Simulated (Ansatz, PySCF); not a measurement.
Potential energy curve for SMILES [BH3-][SH2+], singlet. The B1–S5 bond (B1 also carries H, H, H; S5 carries H, H) is pulled apart rigidly from the PBE0/def2-TZVP optimised geometry.

Levels of theory: UHF/def2-TZVP, density fitting (PySCF); RHF/def2-TZVP, density fitting (PySCF); UKS-PBE0 = unrestricted PBE0/def2-TZVP run with PySCF; RKS-PBE0 = restricted PBE0/def2-TZVP in PySCF; UKS-B3LYP = unrestricted B3LYP/def2-TZVP (PySCF); RKS-B3LYP = restricted B3LYP/def2-TZVP (PySCF); UKS-PBE = unrestricted PBE/def2-TZVP run with Ansatz (a program for electronic structure); RKS-PBE = Ansatz with restricted PBE/def2-TZVP; UKS-B3LYP/6-31G* = unrestricted B3LYP/6-31G*, spherical d (PySCF); RKS-B3LYP/6-31G* = restricted B3LYP/6-31G*, spherical d run with PySCF.

Scanned distances (Å): 1.58, 1.69, 1.77, 1.85, 1.92, 1.98, 2.06, 2.11, 2.18, 2.29, 2.46, 2.66, 2.93, 3.26, 3.52, 3.92, 4.32, 4.87, 5.40, 5.88.

Task: Where does the unrestricted solution first break spin symmetry (<S²> of 0.01 or more)?

Result: UHF: at none of the points with a result; UKS-PBE0: at none of the points with a result; UKS-B3LYP: at none of the points with a result; UKS-PBE: at none of the points with a result; UKS-B3LYP/6-31G*: at none of the points with a result.

| R / Å | <S²> UHF | E(RHF) − E(UHF) / kJ/mol | <S²> UKS-PBE0 | E(RKS-PBE0) − E(UKS-PBE0) / kJ/mol | <S²> UKS-B3LYP | E(RKS-B3LYP) − E(UKS-B3LYP) / kJ/mol | <S²> UKS-PBE | E(RKS-PBE) − E(UKS-PBE) / kJ/mol | <S²> UKS-B3LYP/6-31G* | E(RKS-B3LYP/6-31G*) − E(UKS-B3LYP/6-31G*) / kJ/mol |
|---|---|---|---|---|---|---|---|---|---|---|
| 1.58 | 0.00 | 0.0 | 0.00 | 0.0 | 0.00 | 0.0 | 0.00 | 0.0 | 0.00 | 0.0 |
| 1.69 | 0.00 | 0.0 | 0.00 | 0.0 | 0.00 | 0.0 | 0.00 | 0.0 | 0.00 | 0.0 |
| 1.77 | 0.00 | 0.0 | 0.00 | 0.0 | 0.00 | 0.0 | 0.00 | 0.0 | 0.00 | 0.0 |
| 1.85 | 0.00 | 0.0 | 0.00 | 0.0 | 0.00 | 0.0 | 0.00 | 0.0 | 0.00 | 0.0 |
| 1.92 | 0.00 | 0.0 | 0.00 | 0.0 | 0.00 | 0.0 | 0.00 | 0.0 | 0.00 | 0.0 |
| 1.98 | 0.00 | 0.0 | 0.00 | 0.0 | 0.00 | 0.0 | 0.00 | 0.0 | 0.00 | 0.0 |
| 2.06 | 0.00 | 0.0 | 0.00 | 0.0 | 0.00 | 0.0 | 0.00 | 0.0 | 0.00 | 0.0 |
| 2.11 | 0.00 | 0.0 | 0.00 | 0.0 | 0.00 | 0.0 | 0.00 | 0.0 | 0.00 | 0.0 |
| 2.18 | 0.00 | 0.0 | 0.00 | 0.0 | 0.00 | 0.0 | 0.00 | 0.0 | 0.00 | 0.0 |
| 2.29 | 0.00 | 0.0 | 0.00 | 0.0 | 0.00 | 0.0 | 0.00 | 0.0 | 0.00 | 0.0 |
| 2.46 | 0.00 | 0.0 | 0.00 | 0.0 | 0.00 | 0.0 | 0.00 | 0.0 | 0.00 | 0.0 |
| 2.66 | 0.00 | 0.0 | 0.00 | 0.0 | 0.00 | 0.0 | 0.00 | 0.0 | 0.00 | 0.0 |
| 2.93 | 0.00 | 0.0 | 0.00 | 0.0 | 0.00 | 0.0 | 0.00 | 0.0 | 0.00 | 0.0 |
| 3.26 | 0.00 | 0.0 | 0.00 | 0.0 | 0.00 | 0.0 | 0.00 | 0.0 | 0.00 | 0.0 |
| 3.52 | 0.00 | 0.0 | 0.00 | 0.0 | 0.00 | 0.0 | 0.00 | 0.0 | 0.00 | 0.0 |
| 3.92 | 0.00 | 0.0 | 0.00 | 0.0 | 0.00 | 0.0 | 0.00 | 0.0 | 0.00 | 0.0 |
| 4.32 | 0.00 | 0.0 | 0.00 | 0.0 | 0.00 | 0.0 | 0.00 | 0.0 | 0.00 | 0.0 |
| 4.87 | 0.00 | 0.0 | 0.00 | 0.0 | 0.00 | 0.0 | 0.00 | 0.0 | 0.00 | 0.0 |
| 5.40 | 0.00 | 0.0 | 0.00 | 0.0 | 0.00 | 0.0 | 0.00 | 0.0 | 0.00 | 0.0 |
| 5.88 | 0.00 | 0.0 | 0.00 | 0.0 | 0.00 | 0.0 | 0.00 | 0.0 | 0.00 | 0.0 |
